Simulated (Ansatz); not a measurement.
Consider the cleavage of the Si–B bond: `B[SiH](C)BF` + `C=N` → `B[SiH](C)N=C` + `BF`.

Gas-phase electronic energies from Ansatz, PBE0-D4/def2-TZVP geometries. CCSD(T)/CBS is the MP2 limit (def2-TZVPP, def2-QZVPP) plus CCSD(T) − MP2 in def2-TZVPP, frozen cores. This one scheme is used for every species. Functionals use def2-TZVPP. One conformer a species, not always the lowest.

```
       species  B2PLYP energy (Eh)
 `B[SiH](C)BF`          -481.16920
         `C=N`           -94.58848
`B[SiH](C)N=C`          -449.88235
          `BF`          -125.89962
```

(1) Work out ΔE.

Largest T1 diagnostic among the species: 0.014.

Results:

(1) ΔE = (-449.88235) + (-125.89962) − (-481.16920) − (-94.58848) = -0.02429 Eh = -63.8 kJ/mol. CCSD(T)/CBS gives -60.0 kJ/mol.

In def2-TZVPP, CCSD(T) changes the Hartree–Fock value by +19.6 kJ/mol (the triples alone add +2.0 kJ/mol) and MP2 by +7.5 kJ/mol. The D4 term adds −3.3 kJ/mol with B3LYP and −1.8 kJ/mol with PBE0; it sums over pairs of atoms, weighted by their polarisabilities, and B3LYP, whose exchange is more repulsive, gets the larger term. From PBE to PBE0 (25 % exact exchange), in def2-TZVPP and without D4, ΔE moves by −8.3 kJ/mol.

B3LYP here is the variant with VWN-RPA as its local correlation; programs differ in this.
